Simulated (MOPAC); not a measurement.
Input for MOPAC: AM1 on C2H6AlN (a complex), monomers drawn apart or pushed together.

```
AM1 1SCF PRECISE CHARGE=0 THREADS=1
C2H6AlN

Al    -0.03534412 1     0.15324321 1    -0.40981655 1
H     -1.49527161 1    -0.22021759 1    -0.92851754 1
H      1.14634410 1    -0.86223162 1    -0.74494603 1
H      0.33283800 1     1.70001927 1    -0.30106647 1
C     -0.77257624 1    -1.13179932 1     5.66652179 1
C     -0.60196991 1    -0.83453043 1     4.26041739 1
N     -0.46664697 1    -0.59964538 1     3.14928256 1
H     -0.32637323 1    -2.10023079 1     5.89459563 1
H     -0.28651918 1    -0.36217370 1     6.26685697 1
H     -1.83496078 1    -1.15977776 1     5.91053328 1
```

Output:

```
*******************************************************************************
 **                                                                           **
 **                              MOPAC v23.2.5                                **
 **                                                                           **
 *******************************************************************************
 ** MOPAC's Digital Object Identifier: https://doi.org/10.5281/zenodo.6511958 **
 **                                                                           **
 ** Please cite the open-source release paper for use of this MOPAC version:  **
 ** J. E. Moussa and J. J. P. Stewart (2026)                                  **
 ** MOPAC: An open-source semiempirical molecular orbital program             **
 ** J. Open Source Softw., 11(119), 8025, https://doi.org/10.21105/joss.08025 **
 *******************************************************************************

                              AM1 CALCULATION RESULTS

 *******************************************************************************
 *  AM1        - The AM1 Hamiltonian to be used
 *
 *
 *
 *                 CHARGE ON SYSTEM = 0
 *
 *
 *
 *  PRECISE    - TIGHTER CRITERIA TO BE USED
 *  1SCF       - DO 1 SCF AND THEN STOP
 *  THREADS=1  - MULTI-THREADING NOT USED
 *  T=         - A TIME OF 172800.0 SECONDS REQUESTED
 *  DUMP=N     - RESTART FILE WRITTEN EVERY 7200.0 SECONDS REQUESTED
 *******************************************************************************
AM1 1SCF PRECISE CHARGE=0 THREADS=1
 C2H6AlN

   ATOM   CHEMICAL          X               Y               Z
  NUMBER   SYMBOL      (ANGSTROMS)     (ANGSTROMS)     (ANGSTROMS)

     1      Al         -0.03534412  *   0.15324321  *  -0.40981655  *
     2       H         -1.49527161  *  -0.22021759  *  -0.92851754  *
     3       H          1.14634410  *  -0.86223162  *  -0.74494603  *
     4       H          0.33283800  *   1.70001927  *  -0.30106647  *
     5       C         -0.77257624  *  -1.13179932  *   5.66652179  *
     6       C         -0.60196991  *  -0.83453043  *   4.26041739  *
     7       N         -0.46664697  *  -0.59964538  *   3.14928256  *
     8       H         -0.32637323  *  -2.10023079  *   5.89459563  *
     9       H         -0.28651918  *  -0.36217370  *   6.26685697  *
    10       H         -1.83496078  *  -1.15977776  *   5.91053328  *



          CARTESIAN COORDINATES

    NO.       ATOM           X           Y           Z

     1        Al         -0.0353      0.1532     -0.4098
     2         H         -1.4953     -0.2202     -0.9285
     3         H          1.1463     -0.8622     -0.7449
     4         H          0.3328      1.7000     -0.3011
     5         C         -0.7726     -1.1318      5.6665
     6         C         -0.6020     -0.8345      4.2604
     7         N         -0.4666     -0.5996      3.1493
     8         H         -0.3264     -2.1002      5.8946
     9         H         -0.2865     -0.3622      6.2669
    10         H         -1.8350     -1.1598      5.9105

  H: (AM1): M.J.S. DEWAR ET AL, J. AM. CHEM. SOC. 107 3902-3909 (1985)
  C: (AM1): M.J.S. DEWAR ET AL, J. AM. CHEM. SOC. 107 3902-3909 (1985)
  N: (AM1): M.J.S. DEWAR ET AL, J. AM. CHEM. SOC. 107 3902-3909 (1985)
 Al: (AM1): M. J. S. Dewar, A. J. Holder, Organometallics, 9, 508-511 (1990).

           Empirical Formula: C2 H6 N Al  =    10 atoms



      MOLECULAR POINT GROUP   :   C3


      RHF CALCULATION, NO. OF DOUBLY OCCUPIED LEVELS = 11


 -------------------------------------------------------------------------------
 AM1 1SCF PRECISE CHARGE=0 THREADS=1
 C2H6AlN



     1SCF WAS SPECIFIED, SO BFGS WAS NOT USED
     SCF FIELD WAS ACHIEVED


                              AM1 CALCULATION
                                                       MOPAC v23.2.5 Linux




          FINAL HEAT OF FORMATION =         47.45287 KCAL/MOL =     198.54280 KJ/MOL


          COSMO AREA              =        146.46 SQUARE ANGSTROMS
          COSMO VOLUME            =        124.32 CUBIC ANGSTROMS

          IONIZATION POTENTIAL    =         10.572560 EV
          HOMO LUMO ENERGIES (EV) =        -10.573 -0.885
          NO. OF FILLED LEVELS    =         11
          MOLECULAR WEIGHT        =         71.0576         POINT GROUP:  C3

          MOLECULAR DIMENSIONS (Angstroms)

            Atom       Atom       Distance
            H    10    H     3     7.29878
            H     8    H     2     4.19195
            H     2    H     4     2.51330


          SCF CALCULATIONS        =          1





   ATOM   CHEMICAL          X               Y               Z
  NUMBER   SYMBOL      (ANGSTROMS)     (ANGSTROMS)     (ANGSTROMS)

     1      Al         -0.03534412  *   0.15324321  *  -0.40981655  *
     2       H         -1.49527161  *  -0.22021759  *  -0.92851754  *
     3       H          1.14634410  *  -0.86223162  *  -0.74494603  *
     4       H          0.33283800  *   1.70001927  *  -0.30106647  *
     5       C         -0.77257624  *  -1.13179932  *   5.66652179  *
     6       C         -0.60196991  *  -0.83453043  *   4.26041739  *
     7       N         -0.46664697  *  -0.59964538  *   3.14928256  *
     8       H         -0.32637323  *  -2.10023079  *   5.89459563  *
     9       H         -0.28651918  *  -0.36217370  *   6.26685697  *
    10       H         -1.83496078  *  -1.15977776  *   5.91053328  *

                             CARTESIAN COORDINATES

   1   Al       -0.035344120     0.153243210    -0.409816550
   2    H       -1.495271610    -0.220217590    -0.928517540
   3    H        1.146344100    -0.862231620    -0.744946030
   4    H        0.332838000     1.700019270    -0.301066470
   5    C       -0.772576240    -1.131799320     5.666521790
   6    C       -0.601969910    -0.834530430     4.260417390
   7    N       -0.466646970    -0.599645380     3.149282560
   8    H       -0.326373230    -2.100230790     5.894595630
   9    H       -0.286519180    -0.362173700     6.266856970
  10    H       -1.834960780    -1.159777760     5.910533280


           Empirical Formula: C2 H6 N Al  =    10 atoms



      MOLECULAR POINT GROUP   :   C3


                  EIGENVALUES
 -37.62494 -31.51967 -18.81494 -15.82418 -15.82377 -14.23902 -13.95972 -12.91945
 -12.91928 -10.57299 -10.57256  -0.88471   1.52615   1.52621   1.67228   2.87241
   2.87270   2.88258   3.81915   3.81938   4.08995   6.36251


              NET ATOMIC CHARGES AND DIPOLE CONTRIBUTIONS

  ATOM NO.   TYPE          CHARGE      No. of ELECS.   s-Pop       p-Pop
    1         Al           0.206066        2.7939     1.14999     1.64394
    2          H          -0.069905        1.0699     1.06990
    3          H          -0.069884        1.0699     1.06988
    4          H          -0.069906        1.0699     1.06991
    5          C          -0.131028        4.1310     1.18784     2.94319
    6          C          -0.122103        4.1221     1.27959     2.84252
    7          N          -0.073222        5.0732     1.81180     3.26142
    8          H           0.109992        0.8900     0.89001
    9          H           0.109999        0.8900     0.89000
   10          H           0.109990        0.8900     0.89001
 DIPOLE           X         Y         Z       TOTAL
 POINT-CHG.    -0.319    -0.557     2.633     2.710
 HYBRID        -0.167    -0.291     1.376     1.416
 SUM           -0.486    -0.848     4.008     4.126


          ATOMIC ORBITAL ELECTRON POPULATIONS

     Atom    s        px        py        pz
    1 Al   1.14999   0.80404   0.78123   0.05867
    2  H   1.06990
    3  H   1.06988
    4  H   1.06991
    5  C   1.18784   1.04356   1.03800   0.86163
    6  C   1.27959   0.94720   0.94722   0.94810
    7  N   1.81180   1.07395   1.07514   1.11233
    8  H   0.89001
    9  H   0.89000
   10  H   0.89001

 **********************
 *                    *
 * JOB ENDED NORMALLY *
 *                    *
 **********************




 == MOPAC DONE ==
```

The run finished.

Cost: very roughly 0.03 core-seconds.
